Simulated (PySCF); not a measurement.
## Sn (tin, neutral): UHF calculation

Configuration: [Kr] 4d10 5s1 5p3, 5s spin antiparallel (an excited configuration). Computed with PySCF 2.14 in x2c-TZVPPall with one added diffuse shell each of s, p, d, f type (9s7p5d3f, 76 functions), with scalar relativity by spin-free X2C-1e.

```json
{
  "Total energy": "-6173.434368 hartree",
  "One-electron energy": "-8486.6163 hartree",
  "Hartree (Coulomb) energy": "2477.0466 hartree",
  "Exchange energy": "-163.8646 hartree",
  "⟨S²⟩": "3.0006",
  "⟨L²⟩": "0.000",
  "Sum of ⟨r⟩": "36.87 bohr",
  "Sum of ⟨r²⟩": "67.26 bohr²",
  "Langevin diamagnetic susceptibility": "-53.3 ×10⁻⁶ cm³/mol"
}
```

```csv
shell,electrons,mean orbital energy (eV),"rms radius, mean of both spins (bohr)"
1s β,1,-29348.0,0.0333
1s α,1,-29347.9,0.0333
2s β,1,-4525.1,0.136
2s α,1,-4525.1,0.136
2p α,3,-4057.9,0.121
2p β,3,-4057.9,0.121
3s β,1,-914.88,0.361
3s α,1,-914.78,0.361
3p α,3,-758.12,0.362
3p β,3,-758.05,0.362
3d α,5,-516.11,0.341
3d β,5,-516.10,0.341
4s β,1,-162.17,0.875
4s α,1,-161.98,0.875
4p α,3,-112.44,0.949
4p β,3,-112.32,0.949
4d α,5,-37.715,1.18
4d β,5,-37.698,1.18
5s β,1,-13.645,2.54
5p α,3,-7.021,3.54
```

With the s spin flipped the determinant is a mixture of two multiplicities, not a spectroscopic state.

Densities and radii are taken from the X2C orbitals without a picture-change correction, which distorts them close to the nucleus.

Spin-orbit constants ζ (cm⁻¹) from the X2C one-electron operator on these orbitals: bare nucleus, nucleus screened by l(l+1)(2l+1)/3 electrons, and screened by the Breit-Pauli mean field of the electrons.

| shell | bare | screened nucleus | mean field |
| --- | --- | --- | --- |
| 2p | 1234000 | 1184000 | 1163000 |
| 3p | 228700 | 219600 | 215000 |
| 3d | 34290 | 27430 | 26330 |
| 4p | 38500 | 36960 | 36100 |
| 4d | 4012 | 3210 | 3014 |
| 5p | 1932 | 1855 | 1805 |
